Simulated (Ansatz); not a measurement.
`C#[C][Al]([CH3])[CH3]` + H₂Te → `[CH3][Al]([CH3])[TeH]` + acetylene  (ligand exchange at the Al–C bond)

Calculated with Ansatz (gas phase, PBE0-D4/def2-TZVP geometries, no zero-point term in ΔE). CBS: MP2 limit from def2 TZ/QZ plus the TZ coupled-cluster correction, frozen cores. This one scheme is used for every species. DFT in def2-TZVPP. def2 core potentials past Kr. For Te outer-core shells are correlated without core-valence functions, which leaves a few kJ/mol of doubt a bond.

```
level  ΔE (eV)
 BLYP    -0.52
 PBE0    -0.66
```

Task: What does CCSD(T)/CBS give? (Best estimate.)

Result: Ansatz gave: -0.68 eV. The listed levels differ from it by 0.16, 0.02 eV.

Largest T1 diagnostic among the species: 0.013.

The D4 term adds −0.04 eV with B3LYP and −0.02 eV with PBE0; it sums over pairs of atoms, weighted by their polarisabilities, and B3LYP, whose exchange is more repulsive, gets the larger term. From r2SCAN to r2SCAN0 (25 % exact exchange), in def2-TZVPP and without D4, ΔE moves by −0.03 eV.

B3LYP here is the variant with VWN-RPA as its local correlation; programs differ in this.
